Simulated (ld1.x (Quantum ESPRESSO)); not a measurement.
Ranking TM potentials for phosphorus (P)

All share these settings but for the change named:

P (Z = 15), norm-conserving Troullier–Martins (Kleinman–Bylander form), made with ld1.x (Quantum ESPRESSO) 7.5 (BLYP, scalar-relativistic). Core [Ne], reference 3s2 3p2 (charge +1). Waves: 3p (bound): rc 1.80 bohr; 3d channel at 0.4 Ry: rc 1.90 bohr; 3s (bound): rc 1.35 bohr. Local part: the s channel. Core correction: a·sin(br)/r model core, default radius (core density twice the valence density).

Cutoff: the first of the cutoffs (Ry, on a coarse ladder) from which the occupation-weighted sum of valence levels, in a spherical-Bessel basis at the reference potential, stays within 10 and 1 mRy of its value at 400 Ry; the density cutoff is not measured.

The base gives 35 Ry.

Of 9 variants that were run, those that failed, showed a ghost or another fault, or gave nearly equal values are left out.

A variant can come out equal or close to the base.

Q: Rank these variants from softest to hardest (loose cutoff).
A. all radii but the core radius scaled by about 1.20 (s 1.62, p 2.16, d 2.28 bohr)
B. functional LDA (PZ)
C. wave 3s (bound): rc 1.35 bohr becomes 3s (bound): rc 1.40 bohr
D. reference 3s1 3p4

A: D (21 Ry), A (25 Ry), C (30 Ry), B (35 Ry).
